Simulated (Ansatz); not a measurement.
Saddle point of Si$_{2}$NH$_{7}$OF$_{2}$, closed shell (Si₂H₄OF₂ ([F][SiH]([F])[O][SiH3]) + NH₃ → SiNH₃F₂ ([NH2][SiH]([F])[F]) + SiH₄O ([OH][SiH3]); bonds formed: O2–H7; dative contacts that become bonds: Si1–N8; bonds broken: Si1–O2, H7–N8), PBE0-D4/def2-TZVP structure:

| atom | x (Å) | y (Å) | z (Å) |
| --- | --- | --- | --- |
| Si1 | -0.3834 | 1.2593 | 0.3497 |
| O2 | 0.1027 | -0.4279 | -0.6539 |
| Si3 | -0.6310 | -1.8862 | -0.8652 |
| F4 | -0.4730 | 2.6411 | 1.1944 |
| F5 | -1.3147 | 0.3644 | 1.2879 |
| H6 | -0.8621 | 1.7631 | -0.9423 |
| H7 | 1.0925 | -0.0888 | -0.0787 |
| N8 | 1.3915 | 0.9331 | 0.6439 |
| H9 | -2.0489 | -1.6617 | -1.2430 |
| H10 | 0.0613 | -2.6273 | -1.9523 |
| H11 | -0.5741 | -2.7048 | 0.3757 |
| H12 | 1.6173 | 0.8080 | 1.6241 |
| H13 | 2.0218 | 1.6274 | 0.2598 |

Energies are electronic, without zero-point energy. Barriers and step energies count from the start structure reached by relaxing down the imaginary mode; all methods use the PBE0-D4 structures, on which another method's saddle can fall below an end. Program: Ansatz 0.2.0. Basis: def2-TZVPP, with def2-QZVPP for the basis limit. Cores are frozen in the correlated methods. B3LYP uses VWN-RPA correlation. Extrapolation: Hartree–Fock as exp(−7.88 √X), correlation as X^−2.97.

```json
{"method": "SPW92", "barrier (eV)": "?", "step energy (eV)": "0.701"}
{"method": "PBE-D4", "barrier (eV)": "1.124", "step energy (eV)": "0.508"}
{"method": "BLYP-D4", "barrier (eV)": "1.220", "step energy (eV)": "0.447"}
{"method": "r2SCAN-D4", "barrier (eV)": "?", "step energy (eV)": "0.605"}
{"method": "B97M-V", "barrier (eV)": "1.451", "step energy (eV)": "0.611"}
{"method": "PBE0-D4", "barrier (eV)": "1.252", "step energy (eV)": "0.548"}
{"method": "B3LYP-D4", "barrier (eV)": "1.313", "step energy (eV)": "0.489"}
{"method": "r2SCAN0-D4", "barrier (eV)": "1.340", "step energy (eV)": "0.617"}
{"method": "BHLYP-D4", "barrier (eV)": "1.469", "step energy (eV)": "0.549"}
{"method": "CAM-B3LYP-D4", "barrier (eV)": "1.332", "step energy (eV)": "0.536"}
{"method": "wB97X-V", "barrier (eV)": "1.353", "step energy (eV)": "0.580"}
{"method": "wB97M-V", "barrier (eV)": "1.344", "step energy (eV)": "0.597"}
{"method": "B2PLYP", "barrier (eV)": "1.352", "step energy (eV)": "0.507"}
{"method": "PBE-QIDH", "barrier (eV)": "1.345", "step energy (eV)": "0.595"}
{"method": "RPA on PBE", "barrier (eV)": "1.380", "step energy (eV)": "0.563"}
{"method": "HF", "barrier (eV)": "?", "step energy (eV)": "0.405"}
{"method": "MP2", "barrier (eV)": "1.339", "step energy (eV)": "0.578"}
{"method": "CCSD", "barrier (eV)": "1.459", "step energy (eV)": "0.559"}
{"method": "CCSD(T)", "barrier (eV)": "1.393", "step energy (eV)": "0.577"}
```

**Question.** Fill in the withheld barriers. (Judge from chemistry; the value comes from the calculation.)

**Answer.** The calculation gives: r2SCAN-D4 1.264; HF 1.760; SPW92 0.961 eV. Each is the energy of the saddle less that of the start structure, by the same method.

For comparison, the barrier by CCSD(T) at an estimated basis limit (MP2 extrapolated from triple and quadruple zeta, plus CCSD(T) − MP2 in triple zeta) is 1.395 eV.

No T1 diagnostic of these runs exceeds 0.012. The start structure is not quite a true minimum (one mode of 25i cm⁻¹).

Labels in which every atom is bracketed show which atoms are joined, not bond orders.

For scale, one of the runs: CCSD(T)/def2-TZVPP, 306 basis functions, launched by `ansatz run in.yaml --threads 4 --pin off --events-out ev --progress --plain --max-ram 46080MiB --backend cuda --devices 0, --max-vram 37GiB`. The run took 7.5 s on 4 CPU threads of an AMD EPYC 7R13 and a share of one NVIDIA H100 (shared host), with 0.87 GiB of host memory at its peak.
